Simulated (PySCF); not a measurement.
**I²⁺ (iodine, charge +2) across methods**

[Kr] 4d10 5s1 5p4, high-spin 4P determinant (an excited configuration). Computed with PySCF 2.14 in ANO-RCC-VTZP (7s6p4d2f1g, 68 functions), with the spin-free X2C one-electron Hamiltonian (Gaussian nucleus).

| method | E (hartree) | mean ε 5s α (eV) | mean ε 5p α (eV) | mean ε 5p β (eV) | Σ⟨r²⟩ (bohr²) | ⟨S²⟩ |
| --- | --- | --- | --- | --- | --- | --- |
| PBE0 | -7113.52 | -40.187 | -27.603 | -24.741 | 42.99 | 3.753 |
| M06 | -7114.01 | -39.617 | -27.289 | -24.778 | 43.02 | 3.751 |
| LDA | -7107.30 | -37.975 | -26.245 | -24.088 | 42.88 | 3.752 |
| r2SCAN | -7113.88 | -38.806 | -26.710 | -23.895 | 43.00 | 3.756 |
| wB97M-V | -7113.38 | -42.878 | -29.826 | -26.885 | 43.10 | 3.753 |
| PBE | -7113.44 | -37.805 | -26.152 | -23.873 | 42.96 | 3.753 |
| PBEsol | -7110.34 | -37.863 | -26.184 | -23.854 | 42.91 | 3.753 |
| UHF | -7111.01758 | -46.365 | -31.125 | -26.005 | 43.52 | 3.758 |
